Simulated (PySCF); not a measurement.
A GIAO shielding run with PySCF 2.14.0 with density-fitted response routines (density fitting, non-relativistic, gas phase) on `InChI=1S/C5H9NO2Si/c6-3-5-1-2-9-8-4-7-5/h5H,1-2,4,9H2/t5-/m1/s1`:

```
$ OMP_NUM_THREADS=1 python probes_run.py task.json out

{"job": {"kind": "nmr", "xc": "PBE0", "basis": "pcSseg-1"}, "charge": 0, "multiplicity": 1}
N      1.857789     0.518979     2.143229
C      1.524299     0.630985     1.055736
C      1.133017     0.747023    -0.334820
C      1.049482    -0.656171    -0.970715
C      0.109184    -1.591604    -0.214212
Si    -1.637951    -0.861021     0.034220
O     -1.565788     0.506139     0.921910
C     -0.931040     1.664188     0.523291
O     -0.065047     1.494302    -0.549448
H      1.924739     1.318880    -0.847097
H      0.698250    -0.520500    -1.995491
H      2.059896    -1.073827    -1.005208
H      0.545726    -1.816342     0.762269
H      0.056385    -2.536205    -0.755730
H     -2.233587    -0.627489    -1.285031
H     -2.437683    -1.660265     0.944863
H     -0.418223     2.087421     1.402047
H     -1.678206     2.381827     0.158531
```

Hardware: 1 thread of an Arm Neoverse V1, shared host. The job also computes population analyses, field gradients, ring-centre shieldings.

**Question.** How large is the calculation?

**Answer.** 76 electrons, 205 basis functions and 1080 auxiliary functions.

**Question.** How long does it take, and how much memory does it need?

**Answer.** 35 s of wall time, with 14 SCF cycles and 5 response iterations; peak memory 0.93 GiB. Times on a shared host scatter by some tens of per cent.
